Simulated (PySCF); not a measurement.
## Radial density of Cu(2+) (copper, charge +2)

UHF, [Ar] 3d9, 2D determinant. All numbers are calculated (PySCF 2.14, scalar relativity through the core potential, in cc-pVDZ-PP with ECP10MDF). This is the valence pseudo-density: the core potential removes the inner electrons and smooths the orbitals near the nucleus.

```json
{"r (bohr)": "0.00676", "4πr²ρ (e/bohr)": "1.444e-05", "4πr²(ρα − ρβ)": "0.0000"}
{"r (bohr)": "0.0114", "4πr²ρ (e/bohr)": "4.057e-05", "4πr²(ρα − ρβ)": "0.0000"}
{"r (bohr)": "0.0191", "4πr²ρ (e/bohr)": "0.0001184", "4πr²(ρα − ρβ)": "0.0000"}
{"r (bohr)": "0.0322", "4πr²ρ (e/bohr)": "0.0004861", "4πr²(ρα − ρβ)": "0.0000"}
{"r (bohr)": "0.0541", "4πr²ρ (e/bohr)": "0.004649", "4πr²(ρα − ρβ)": "0.0004"}
{"r (bohr)": "0.0911", "4πr²ρ (e/bohr)": "0.06331", "4πr²(ρα − ρβ)": "0.0069"}
{"r (bohr)": "0.153", "4πr²ρ (e/bohr)": "0.6362", "4πr²(ρα − ρβ)": "0.0700"}
{"r (bohr)": "0.258", "4πr²ρ (e/bohr)": "4.087", "4πr²(ρα − ρβ)": "0.3730"}
{"r (bohr)": "0.433", "4πr²ρ (e/bohr)": "16.52", "4πr²(ρα − ρβ)": "0.9957"}
{"r (bohr)": "0.729", "4πr²ρ (e/bohr)": "20.70", "4πr²(ρα − ρβ)": "1.0719"}
{"r (bohr)": "1.23", "4πr²ρ (e/bohr)": "6.323", "4πr²(ρα − ρβ)": "0.4129"}
{"r (bohr)": "2.06", "4πr²ρ (e/bohr)": "0.6721", "4πr²(ρα − ρβ)": "0.0429"}
{"r (bohr)": "3.47", "4πr²ρ (e/bohr)": "0.02990", "4πr²(ρα − ρβ)": "0.0006"}
```

Energies and moments cover only the electrons outside the core potential.
